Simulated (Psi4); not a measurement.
Psi4 input (wB97X-D/6-31G*):

```
memory 1500 MB

molecule {
-1 1
Si   -1.18570912    0.14764476   -0.01563206
Si    1.00481334   -0.04033968    0.00841917
H    -1.32550406   -1.38275470    0.07066875
H     1.90470915   -1.24441151    0.08247083
H     1.95333576    1.12489513   -0.05215915
symmetry c1
no_reorient
no_com
}

set {
  basis 6-31G*
  reference rks
  scf_type pk
  dft_radial_points 99
  dft_spherical_points 590
  e_convergence 1e-8
  d_convergence 1e-7
  maxiter 150
}

e = energy('wb97x-d')
print_out(f'\nFINAL {e:.10f} DIPOLE {variable("CURRENT DIPOLE")[0]:.6f} {variable("CURRENT DIPOLE")[1]:.6f} {variable("CURRENT DIPOLE")[2]:.6f}\n')
```

### Question
Predict the final energy.

### Answer
-580.70755 Eh.
